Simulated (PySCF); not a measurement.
A side-by-side comparison of computed properties.

First species: methyl(trifluoromethyl) sulfide, C2H3F3S.
Numbering: `[CH3:1][S:2][C:3]([F:4])([F:5])[F:6]` (hydrogens: H7, H8, H9 on C1)

Geometry (PBE0-D3(BJ)/def2-SVP, Å), atoms numbered from 1 in this order:
```xyz
9
C2H3F3S angstrom
C     -1.315    0.027   -0.357
S      0.055    1.194   -0.201
C      1.298    0.041    0.415
F      1.562   -0.938   -0.452
F      2.418    0.716    0.635
F      0.930   -0.547    1.554
H     -2.162    0.604   -0.751
H     -1.067   -0.776   -1.063
H     -1.587   -0.390    0.622
```

Second species: C7H8O.
InChI=1S/C7H8O/c1-2-6(1)7-3-4-8-5-7/h3-6H,1-2H2

Levels: CAM-B3LYP/def2-SVPD for dipole moment, HOMO energy, LUMO energy, HOMO–LUMO gap, static isotropic polarisability and electronic spatial extent ⟨r²⟩ about the centre of nuclear charge; TDDFT CAM-B3LYP/def2-SVPD for lowest singlet excitation; TDA CAM-B3LYP/def2-SVPD for lowest triplet excitation (Tamm–Dancoff); ΔSCF CAM-B3LYP/def2-SVPD for vertical ionisation energy; PBE0-D3(BJ)/def2-SVP for rotational constant A and rotational constant C. Geometries: PBE0-D3(BJ)/def2-SVP. Each species is one conformer at its optimised geometry, gas phase, non-relativistic unless stated; the electronic structure was computed with PySCF and density fitting.

Dipoles, sizes and rotational constants follow the conformer. The torsions of the flexible species, by atom-mapped SMILES:
- `[CH3:1][S:2][C:3]([F:4])([F:5])[F:6]`: C1–S2–C3–F4 62°
- `[cH:1]1[cH:2][c:3]([CH:4]2[CH2:5][CH2:6]2)[cH:7][o:8]1`: C2–C3–C4–C5 36°

Values for the first species:

```
Dipole moment                                                     : 2.37 D
HOMO energy                                                       : -8.96 eV
LUMO energy                                                       : 0.73 eV
HOMO–LUMO gap                                                     : 9.69 eV
Lowest singlet excitation                                         : 5.65 eV
Lowest triplet excitation (Tamm–Dancoff)                          : 5.11 eV
Static isotropic polarisability                                   : 48.8 au
Vertical ionisation energy                                        : 10.05 eV
Electronic spatial extent ⟨r²⟩ about the centre of nuclear charge : 625 bohr²
Rotational constant A                                             : 4.415 GHz
Rotational constant C                                             : 2.097 GHz
```

(1) Estimate the same properties for the second species, and the change in each.

Answers

(1) 
```json
{"property": "dipole moment", "first": "2.37 D", "second": "1.04 D", "second less first": "-1.33 D"}
{"property": "HOMO energy", "first": "-8.96 eV", "second": "-7.64 eV", "second less first": "+1.32 eV"}
{"property": "LUMO energy", "first": "0.73 eV", "second": "1.40 eV", "second less first": "+0.67 eV"}
{"property": "HOMO–LUMO gap", "first": "9.69 eV", "second": "9.04 eV", "second less first": "-0.65 eV"}
{"property": "lowest singlet excitation", "first": "5.65 eV", "second": "6.12 eV", "second less first": "+0.47 eV"}
{"property": "lowest triplet excitation (Tamm–Dancoff)", "first": "5.11 eV", "second": "4.00 eV", "second less first": "-1.11 eV"}
{"property": "static isotropic polarisability", "first": "48.8 au", "second": "80.0 au", "second less first": "+31.2 au"}
{"property": "vertical ionisation energy", "first": "10.05 eV", "second": "8.36 eV", "second less first": "-1.69 eV"}
{"property": "electronic spatial extent ⟨r²⟩ about the centre of nuclear charge", "first": "625 bohr²", "second": "992 bohr²", "second less first": "+367 bohr²"}
{"property": "rotational constant A", "first": "4.415 GHz", "second": "6.017 GHz", "second less first": "+1.602 GHz"}
{"property": "rotational constant C", "first": "2.097 GHz", "second": "1.221 GHz", "second less first": "-0.876 GHz"}
```

On the first: The principal polarisabilities are 42.7, 47.6 and 56.2 au; their mean is the isotropic value. The vertical singlet–triplet gap S1 − T1 is 0.54 eV (TDDFT singlet less Tamm–Dancoff triplet; S1: HOMO→LUMO, weight 0.78; T1: HOMO→LUMO, weight 0.70).

On the second: The dipole matches unit charges of opposite sign 0.22 Å apart (1 e·Å = 4.8032 D). The vertical singlet–triplet gap S1 − T1 is 2.12 eV (TDDFT singlet less Tamm–Dancoff triplet; S1: HOMO→LUMO, weight 0.95; T1: HOMO→LUMO, weight 0.84).
